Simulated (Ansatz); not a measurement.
[closo-1-(OH)B7H6]2- (B₇OH₇²⁻), relaxed as a singlet with RKS PBE0-D4/def2-SVPD in Ansatz, starting from the GFN2-xTB geometry. Force threshold 0.02 eV/Å.

A multiply charged anion in the gas phase is held together partly by the finite basis. The highest occupied level of the charge -2 singlet lies above zero (up to 2.57 eV). The electron is either unbound and held by the finite basis, or the level is raised by self-interaction error.

Start:

```xyz
15

B     0.8811    0.6295    0.9974
B     1.1263    0.6556   -0.6271
B    -0.5741    0.7390   -0.0289
B    -0.8402   -1.0433   -0.1118
B     0.0544   -0.3732   -1.3096
B     0.9447   -0.9634    0.1451
B    -0.3191   -0.4427    1.3173
H     1.5274    1.2811    1.8448
H     1.9848    1.3397   -1.2264
O    -1.6436    1.8608   -0.1808
H    -2.3240    1.4422   -0.7050
H    -1.7677   -1.8799   -0.2735
H    -0.0709   -0.6141   -2.5373
H     1.7808   -1.8897    0.2457
H    -0.7599   -0.7417    2.4501
```

| step | energy (eV) | largest force component (eV/Å) | SCF passes |
| --- | --- | --- | --- |
| 1 | -6883.5718 | 1.300 | 17 |
| 2 | -6883.7073 | 0.925 | 21 |
| 3 | -6883.7485 | 0.111 | 21 |
| 4 | -6883.7504 | 0.067 | 22 |
| 5 | -6883.7508 | 0.014 | 21 |

Force components are those of the run's own axes.

End:

Cartesian coordinates in Å:
```
B 0.887 0.640 1.010
B 1.132 0.669 -0.637
B -0.595 0.744 -0.035
B -0.858 -1.065 -0.115
B 0.048 -0.380 -1.332
B 0.944 -0.965 0.143
B -0.330 -0.447 1.334
H 1.514 1.286 1.839
H 1.962 1.347 -1.227
O -1.585 1.813 -0.162
H -2.285 1.450 -0.705
H -1.760 -1.883 -0.265
H -0.070 -0.607 -2.531
H 1.764 -1.869 0.241
H -0.766 -0.731 2.442
```

By distances, no bond broke or formed. The bond that changes most is B3–O10, from 1.56 to 1.46 Å (atoms count from 1).

No frequencies were taken in this run, so the end may be a saddle point.

Run time 37 s (4 threads of Intel Xeon on a shared host), peak host memory 0.74 GiB.
